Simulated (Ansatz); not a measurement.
Method: frozen-core CCSD(T)/cc-pVTZ // r2SCAN-D4/def2-TZVP (Ansatz, a quantum-chemistry and plane-wave program). The geometry is that of the parent before the electron was removed.

Ansatz 0.2 input:
```yaml
crystal:
  periodic: [false, false, false]
  atoms:
    - { symbol: C, position_ang: [-0.616553, 0.04559, -0.007365] }
    - { symbol: B, position_ang: [0.663391, 0.111587, 0.87693] }
    - { symbol: O, position_ang: [1.721394, -0.128669, 0.015812] }
    - { symbol: B, position_ang: [0.65679, -0.210187, -0.866539] }
    - { symbol: H, position_ang: [-1.292063, -0.793052, 0.149835] }
    - { symbol: H, position_ang: [-1.158987, 0.973658, -0.176681] }
basis:
  gaussian: { orbitals: cc-pVTZ }
correlation:
  method: ccsd_t
total_charge: 1
magnetization:
  spin_polarized: true
  initial_magnetization: 1
```

Output:

```
Functional definition: HF
869 factors; integrals over basis functions are off by at most 1.4e-3 eV
mean field evaluation 1: about -4428.3670 eV, gradient 4.0e1 eV
mean field evaluation 2: about -4428.3676 eV, gradient 4.0e1 eV
mean field evaluation 4: about -4434.9830 eV, gradient 4.3e0 eV
mean field evaluation 8: about -4435.2806 eV, gradient 2.7e-1 eV
mean field evaluation 16: about -4434.9816 eV, gradient 4.3e0 eV
mean field evaluation 32: about -4430.9919 eV, gradient 1.0e-2 eV
mean field -4435.28297687 eV, -162.9936430572 hartree, gradient 4.2e-6 eV, S^2 0.919577; 0 other end points of the search recorded, 0 dependent functions left out
4 core orbitals not correlated
reference -4435.28297687 eV, -162.9936430572 hartree; 9, 8 occupied and 135, 136 virtual orbitals, 869 factors
second order -14.33235343 eV of doubles, -0.00000000 eV of singles
cycle   1  -14.32755763 eV  change    4.8e-3 eV  update   1.1e-1
cycle   2  -14.77929429 eV  change   -4.5e-1 eV  update   4.3e-2
cycle   3  -14.95522888 eV  change   -1.8e-1 eV  update   3.1e-2
cycle   4  -14.95196759 eV  change    3.3e-3 eV  update   1.3e-2
cycle   5  -14.95657726 eV  change   -4.6e-3 eV  update   6.0e-3
cycle   6  -14.96071540 eV  change   -4.1e-3 eV  update   2.1e-3
cycle   7  -14.96088568 eV  change   -1.7e-4 eV  update   8.3e-4
cycle   8  -14.96132445 eV  change   -4.4e-4 eV  update   2.9e-4
cycle   9  -14.96141864 eV  change   -9.4e-5 eV  update   1.0e-4
cycle  10  -14.96137570 eV  change    4.3e-5 eV  update   3.9e-5
cycle  11  -14.96141135 eV  change   -3.6e-5 eV  update   2.0e-5
cycle  12  -14.96140430 eV  change    7.0e-6 eV  update   8.0e-6
perturbative correction -0.73976890 eV, -0.0271860055 hartree
Total energy: -4450.98415007 eV, -163.5706505295 hartree
```

Cost: about 60 core-seconds (a rough figure).
